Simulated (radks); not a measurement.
N, 7 electrons, occupied as 1s1.5 2s2 2p3 3s0.5 (fractional occupations, a model configuration). Method: scalar-relativistic Kohn-Sham, exchange-only PBE, spin-polarised, spherical densities, finite nucleus; open shells are filled with parallel spins first; Fermi nuclear charge, rms radius 2.5582 fm; computed with a radial shooting solver on a logarithmic mesh with Libxc functionals.

Normalised radial functions P(r) = r R(r), r in bohr:

r,1s up,2s up,2p up
0.01964,0.6168,0.1528,0.0047
0.02537,0.7651,0.1893,0.0077
0.03278,0.9380,0.2315,0.0126
0.042,1.1265,0.2770,0.0200
0.05426,1.3352,0.3260,0.0319
0.07009,1.5440,0.3724,0.0505
0.08981,1.7246,0.4071,0.0776
0.116,1.8580,0.4211,0.1187
0.1487,1.9017,0.3991,0.1753
0.192,1.8267,0.3232,0.2549
0.2481,1.6151,0.1795,0.3581
0.3179,1.2969,-0.0276,0.4782
0.4106,0.9071,-0.2961,0.6134
0.5304,0.5369,-0.5798,0.7416
0.6797,0.2641,-0.8094,0.8328
0.8781,0.0975,-0.9323,0.8621
1.125,0.0268,-0.9036,0.8101
1.453,0.0046,-0.7372,0.6794
1.878,0.0005,-0.4996,0.5012
2.406,0.0000,-0.2814,0.3251
3.108,0.0000,-0.1228,0.1760
3.983,0.0000,-0.0414,0.0792
5.145,0.0000,-0.0093,0.0268
6.646,0.0000,-0.0013,0.0064
8.516,0.0000,-0.0001,0.0011
11,0.0000,0.0000,0.0001
14.21,0.0000,0.0000,0.0000
18.21,0.0000,0.0000,0.0000

1s up: eigenvalue -421.68 eV, 0 radial nodes, <r> = 0.224 bohr, 90 % of the charge inside 0.401 bohr. 2s up: eigenvalue -25.221 eV, 1 radial node at r = 0.309 bohr, <r> = 1.21 bohr, 90 % of the charge inside 1.93 bohr. 2p up: eigenvalue -13.590 eV, 0 radial nodes, <r> = 1.23 bohr, 90 % of the charge inside 2.11 bohr.

Empty levels of this run are not shown, since the potential may be unsettled where no density lies.
